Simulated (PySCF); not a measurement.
PySCF input file for C₄H₂BrF, SMILES C#C/C(Br)=C\F, PBE0-D3(BJ)/def2-SVP. Coordinates come from a PBE0-D3(BJ)/def2-SVP optimisation. The structure was generated by enumeration; whether it is a known compound was not checked.

```python
import numpy as np
from pyscf import gto, scf, dft, df
from pyscf.hessian import thermo

mol = gto.M(
    atom='''
    C     2.22960458   -1.71830306    0.00000000
    C     1.16070789   -1.14466621    0.00000000
    C    -0.07324091   -0.45559180    0.00000000
    Br   -0.01957652    1.43663481    0.00000000
    C    -1.27504007   -1.05360449    0.00000000
    F    -1.39046402   -2.36680442    0.00000000
    H     3.17323749   -2.23240548    0.00000000
    H    -2.22607197   -0.51557974    0.00000000
    ''',
    basis='def2-SVP',
    charge=0,
    spin=0,
    max_memory=1600,
    verbose=3,
)
mf = dft.RKS(mol, xc='pbe0').density_fit(auxbasis='def2-universal-jkfit')
mf.disp = 'd3bj'
mf.grids.level = 3
mf.conv_tol = 1e-11
mf.max_cycle = 100
mf.kernel()

# [left out here: the lines that compute and print the analytic Hessian (its translational invariance restored by hand, since the grid's response is missing), thermochemistry and intensities]
```

Output:

```
converged SCF energy = -2826.44454218621

WARN: DFTD3 does not support analytical Hessian, using finite difference


WARN: Mole.unit (angstrom) is changed to Bohr

Mode                                 0                   1                   2
Irrep
Freq [cm^-1]                      129.4923            213.7057            232.0166
Reduced mass [au]                   5.4814              8.2135              7.5844
Force const [Dyne/A]                0.0542              0.2210              0.2406
Char temp [K]                     186.3107            307.4749            333.8202
Normal mode                   x     y     z       x     y     z       x     y     z
       0   C                 0.09  0.18  0.00   -0.08  0.08  0.00    0.00 -0.00  0.08
       1   C                 0.00  0.01 -0.00   -0.11  0.02 -0.00    0.00 -0.00 -0.13
       2   C                -0.02 -0.03 -0.00   -0.11  0.02 -0.00    0.00 -0.00 -0.18
       3  Br                 0.02 -0.03  0.00    0.04  0.01  0.00   -0.00  0.00  0.02
       4   C                -0.04  0.01 -0.00   -0.07 -0.05 -0.00    0.00  0.00 -0.07
       5   F                -0.11  0.01  0.00    0.08 -0.07  0.00   -0.00  0.00  0.09
       6   H                 0.16  0.31  0.00   -0.06  0.12  0.00   -0.00 -0.00  0.24
       7   H                -0.01  0.05 -0.00   -0.13 -0.16 -0.00    0.00  0.00 -0.05
Mode                                 3                   4                   5
Irrep
Freq [cm^-1]                      285.6885            378.6133            451.2044
Reduced mass [au]                   3.1959             17.5636              6.9296
Force const [Dyne/A]                0.1537              1.4834              0.8312
Char temp [K]                     411.0422            544.7402            649.1826
Normal mode                   x     y     z       x     y     z       x     y     z
       0   C                -0.00  0.00  0.08    0.04 -0.03 -0.00    0.06  0.01 -0.00
       1   C                -0.00 -0.00 -0.11    0.04 -0.01  0.00   -0.08 -0.24  0.00
       2   C                -0.00  0.00 -0.01    0.01 -0.06  0.00    0.01 -0.04  0.00
       3  Br                 0.00 -0.00 -0.01    0.01  0.06 -0.00   -0.01  0.03 -0.00
       4   C                -0.00  0.00  0.17    0.01 -0.11  0.00   -0.01  0.03 -0.00
       5   F                 0.00 -0.00 -0.09   -0.10 -0.12 -0.00    0.04  0.03  0.00
       6   H                -0.00  0.00  0.22    0.03 -0.03 -0.00    0.17  0.21 -0.00
       7   H                -0.00 -0.00  0.46    0.03 -0.08  0.00   -0.02  0.01 -0.00
Mode                                 6                   7                   8
Irrep
Freq [cm^-1]                      593.0237            667.5626            724.2038
Reduced mass [au]                   6.1374              1.2628              1.2928
Force const [Dyne/A]                1.2717              0.3316              0.3995
Char temp [K]                     853.2290            960.4739           1041.9680
Normal mode                   x     y     z       x     y     z       x     y     z
       0   C                 0.00  0.00  0.04   -0.00 -0.00 -0.13    0.07  0.11 -0.00
       1   C                 0.00  0.00 -0.17   -0.00 -0.00  0.04   -0.02 -0.05  0.00
       2   C                 0.00  0.00  0.20    0.00  0.00  0.01   -0.00 -0.00  0.00
       3  Br                -0.00 -0.00 -0.00    0.00  0.00 -0.00   -0.00  0.00 -0.00
       4   C                -0.00  0.00 -0.06    0.00 -0.00  0.00   -0.01  0.00  0.00
       5   F                 0.00  0.00  0.02   -0.00 -0.00 -0.00    0.00 -0.00 -0.00
       6   H                -0.00 -0.00  0.13    0.00  0.00  0.88   -0.41 -0.76  0.00
       7   H                -0.00 -0.00 -0.27    0.00 -0.00 -0.02   -0.01 -0.00  0.00
Mode                                 9                  10                  11
Irrep
Freq [cm^-1]                      778.5089            872.1123           1046.8773
Reduced mass [au]                   7.1866              1.4329              6.8980
Force const [Dyne/A]                2.5662              0.6421              4.4541
Char temp [K]                    1120.1009           1254.7755           1506.2234
Normal mode                   x     y     z       x     y     z       x     y     z
       0   C                -0.09  0.06  0.00   -0.00  0.00 -0.00    0.08 -0.04  0.00
       1   C                -0.11 -0.03 -0.00   -0.00 -0.00  0.01    0.04 -0.05  0.00
       2   C                 0.08  0.10 -0.00    0.00  0.00  0.05   -0.04  0.23 -0.00
       3  Br                -0.00 -0.01  0.00   -0.00 -0.00 -0.00   -0.00 -0.01  0.00
       4   C                 0.18 -0.04  0.00    0.00 -0.00 -0.15   -0.03  0.04  0.00
       5   F                -0.05 -0.03  0.00   -0.00  0.00  0.02   -0.02 -0.06  0.00
       6   H                -0.08  0.09 -0.00   -0.00  0.00  0.00    0.11 -0.03 -0.00
       7   H                 0.22  0.03 -0.00    0.00  0.00  0.82   -0.16 -0.18  0.00
Mode                                12                  13                  14
Irrep
Freq [cm^-1]                     1236.9101           1355.4684           1728.6606
Reduced mass [au]                   3.2276              1.5757              8.3056
Force const [Dyne/A]                2.9094              1.7057             14.6231
Char temp [K]                    1779.6382           1950.2172           2487.1577
Normal mode                   x     y     z       x     y     z       x     y     z
       0   C                 0.02 -0.01  0.00   -0.04  0.02  0.00    0.03 -0.02 -0.00
       1   C                 0.01 -0.01 -0.00   -0.01  0.01 -0.00    0.00  0.01 -0.00
       2   C                -0.07  0.02  0.00    0.13 -0.05 -0.00   -0.18 -0.07  0.00
       3  Br                 0.00  0.00 -0.00   -0.00  0.00  0.00    0.00  0.00  0.00
       4   C                 0.05 -0.17  0.00   -0.01  0.09 -0.00    0.16  0.13 -0.00
       5   F                -0.01  0.13 -0.00   -0.02 -0.02  0.00   -0.01 -0.03  0.00
       6   H                 0.03 -0.02 -0.00   -0.05  0.03 -0.00    0.04 -0.03 -0.00
       7   H                -0.12 -0.49 -0.00   -0.43 -0.65  0.00    0.02 -0.20  0.00
Mode                                15                  16                  17
Irrep
Freq [cm^-1]                     2236.0608           3246.6183           3488.4262
Reduced mass [au]                   6.1247              1.0963              1.1605
Force const [Dyne/A]               18.0428              6.8084              8.3205
Char temp [K]                    3217.1936           4671.1610           5019.0686
Normal mode                   x     y     z       x     y     z       x     y     z
       0   C                -0.14  0.07 -0.00   -0.00  0.00 -0.00    0.09 -0.05 -0.00
       1   C                 0.20 -0.11  0.00    0.00 -0.00  0.00   -0.03  0.01  0.00
       2   C                -0.04  0.02  0.00    0.01  0.00  0.00    0.00 -0.00  0.00
       3  Br                -0.00  0.00 -0.00   -0.00 -0.00 -0.00    0.00 -0.00 -0.00
       4   C                 0.00  0.00 -0.00   -0.08  0.04  0.00    0.00  0.00  0.00
       5   F                -0.00  0.00  0.00    0.00 -0.00 -0.00   -0.00 -0.00 -0.00
       6   H                -0.26  0.14  0.00   -0.00  0.00  0.00   -0.81  0.44  0.00
       7   H                 0.00  0.00 -0.00    0.83 -0.46  0.00   -0.00  0.00  0.00
temperature 298.1500 [K]
pressure 101325.00 [Pa]
Rotational constants [GHz] 3.43977 1.47486 1.03226
Symmetry number 1
Zero-point energy (ZPE) 0.04480 [Eh]   117623.740 [J/mol]
                           tot       elec      trans        rot        vib
Entropy [J/mol/K]       339.688      0.000    171.150    119.279     49.259
Cv [J/mol/K]             86.575      0.000     12.472     12.472     61.632
Cp [J/mol/K]             94.890      0.000     20.786     12.472     61.632
Internal energy [J/mol]                      3718.434   3718.434 126439.968
Internal energy [Eh]   -2826.39355  -2826.44454
Enthalpy [J/mol]                             6197.391   3718.434 126439.968
Enthalpy [Eh]          -2826.39261
Gibbs free energy [J/mol]                  -44831.083 -31844.593 111753.354
Gibbs free energy [Eh] -2826.43118
static polarisability / bohr^3: [[77.7   -8.588  0.   ]
 [-8.576 65.398  0.   ]
 [ 0.    -0.    28.65 ]]
largest difference of analytic and finite-field dipole derivatives / e: 0.0016172597703834057
mode   freq/cm-1   IR/(km/mol)   Raman/(A^4/amu)   depolarisation
   1      129.49         1.569             9.391            0.747
   2      213.71         2.715             4.056            0.741
   3      232.02         1.454             3.166            0.750
   4      285.69        11.736             1.355            0.750
   5      378.61         2.362             7.594            0.172
   6      451.20         2.404             2.980            0.613
   7      593.02         0.905            11.616            0.750
   8      667.56        36.956             4.530            0.750
   9      724.20        31.396             1.945            0.699
  10      778.51        21.146             8.946            0.158
  11      872.11        11.113             3.811            0.750
  12     1046.88        99.536            15.584            0.678
  13     1236.91       126.410             7.889            0.265
  14     1355.47         6.074            20.246            0.225
  15     1728.66        71.406            81.191            0.252
  16     2236.06         5.451           391.381            0.263
  17     3246.62         3.714            74.691            0.271
  18     3488.43        90.577            28.156            0.232
max |gradient| / (hartree/bohr): 2.538163659043908e-05
APT charges: [-0.2471 -0.107   0.2541 -0.1756  0.4726 -0.5035  0.2278  0.0788]
```

The calculation finished and met its thresholds.

Cost: roughly 5 core-minutes.
